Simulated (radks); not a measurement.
Task: These are the eigenvalues of the occupied orbitals of an atom or ion with whole-number occupations (hartree). All-electron calculation, scalar-relativistic Kohn-Sham, BLYP, spin-unpolarised, spherical densities, finite nucleus; Fermi nuclear charge, rms radius of each element as measured or else 0.836 A^(1/3) + 0.57 fm. Program: a radial shooting solver on a logarithmic mesh with Libxc functionals.

| orbital | eigenvalue |
|---|---|
| 1s | -691.9696 |
| 2s | -97.34970 |
| 2p | -87.00756 |
| 3s | -16.77198 |
| 3p | -13.39217 |
| 3d | -7.86372 |
| 4s | -2.78568 |
| 4p | -1.90164 |
| 4d | -0.69955 |

Which element is it, and in what charge state? The configuration may be excited.

Result: Z = 41, niobium, charge +2: Nb2+ in [Kr] 4d3. The list shows which subshells hold electrons but not how many an open one holds; the 1s level, -691.97 hartree, gives Z - s = 37.2 by -(Z - s)^2/2, which with screening and relativity narrows Z to a few neighbours, and the depths of the outer levels then fix element, charge and occupations together.
